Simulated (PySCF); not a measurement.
Two species compared at the same levels of theory.

First species: C2H16Si5.
Structure used (GFN2-xTB), in Å, numbered top down from 1:
```
atom  x, y, z in Å
C1    -3.3861    0.8823    0.4928
Si2   -2.9932   -0.9429    0.8494
Si3   -1.7746   -1.8473   -0.9014
Si4    0.2304   -0.7622   -1.3544
Si5    1.7519   -0.7453    0.3906
C6     3.3066    0.2917    0.0189
Si7    3.0316    2.1650   -0.1025
H8    -4.0363    0.9845   -0.3717
H9    -3.8831    1.3561    1.3340
H10   -2.4798    1.4467    0.2899
H11   -2.2282   -0.9855    2.1060
H12   -4.2709   -1.6072    1.1468
H13   -1.4916   -3.2608   -0.5980
H14   -2.6122   -1.9401   -2.1102
H15   -0.0860    0.6211   -1.7578
H16    0.8675   -1.3057   -2.5673
H17    2.2052   -2.1079    0.7235
H18    1.1520   -0.2210    1.6281
H19    4.0540    0.1006    0.7904
H20    3.7457   -0.0593   -0.9161
H21    2.1142    2.4607   -1.2053
H22    4.3110    2.8393   -0.3465
H23    2.4670    2.6642    1.1536
```

Second species: C7H15PSi.
SMILES: `C=C1C[Si@@H](P)[C@@H]1C(C)C`

Levels: PBE0/pcSseg-1 for dipole moment, HOMO energy, LUMO energy and HOMO–LUMO gap; GFN2-xTB for rotational constant A and rotational constant C. Geometries: GFN2-xTB. Each species is one conformer at its optimised geometry, gas phase, non-relativistic unless stated. Electronic properties by PySCF.

Dipoles, sizes and rotational constants follow the conformer. The torsions of the flexible species, by atom-mapped SMILES:
- `[CH3:1][SiH2:2][SiH2:3][SiH2:4][SiH2:5][CH2:6][SiH3:7]`: C1–Si2–Si3–Si4 58°, Si2–Si3–Si4–Si5 61°, Si3–Si4–Si5–C6 -175°, Si4–Si5–C6–Si7 68°
- `[CH2:1]=[C:2]1[CH2:3][Si@@H:4]([PH2:5])[C@@H:6]1[CH:7]([CH3:8])[CH3:9]`: Si4–C6–C7–C8 -164°, H–P5–Si4–C3 148°, H–P5–Si4–C3 55°

```
             property   column X   column Y
        dipole moment     1.09 D     0.55 D
          HOMO energy   -6.96 eV   -8.05 eV
          LUMO energy    0.02 eV   -0.48 eV
        HOMO–LUMO gap    6.98 eV    7.57 eV
rotational constant A  1.603 GHz  1.457 GHz
rotational constant C  0.597 GHz  0.348 GHz
```

Which column belongs to which species?

Column X is the second species and column Y the first. The first has 23 atoms and 98 electrons, the second 24 and 86.

How does each property change from the first species to the second?

dipole moment +0.54 D; HOMO energy +1.09 eV; LUMO energy +0.50 eV; HOMO–LUMO gap -0.59 eV; rotational constant A +0.146 GHz; rotational constant C +0.249 GHz.

On the first: The dipole matches unit charges of opposite sign 0.11 Å apart (1 e·Å = 4.8032 D).

On the second: The dipole equals about 3.6 × 10⁻³⁰ C·m (1 D = 3.33564 × 10⁻³⁰ C·m).
